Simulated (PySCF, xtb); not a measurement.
BClH, SMILES Cl[BH], multiplicity 2.

Coordinates come from a PBE0-D3(BJ)/def2-TZVPD optimisation. The isomer is the one that the SMILES or the coordinates give; other isomers of the formula were not compared.

Calculation: C-PCM-M06-2X/def2-TZVPD (PySCF).

The values are the electrostatic part of the solvation free energy, E(continuum) − E(gas) at the gas-phase geometry, in a cavity of scaled van der Waals radii (PySCF's table); cavitation and dispersion terms are not included. The dipole moment in vacuum is 0.48 D.

```json
[
 {"solvent": "water", "ε": "78.36", "ΔG(elec) (kcal/mol)": "-0.5", "dipole (D)": "0.62"},
 {"solvent": "n-hexane", "ε": "1.88", "ΔG(elec) (kcal/mol)": "-0.2", "dipole (D)": "0.54"},
 {"solvent": "ethylethanoate", "ε": "5.99", "ΔG(elec) (kcal/mol)": "-0.4", "dipole (D)": "0.60"}
]
```

For comparison, GFN2-xTB/ALPB(water) (xtb, at the GFN2-xTB geometry, all terms of that model) gives -1.0 kcal/mol.
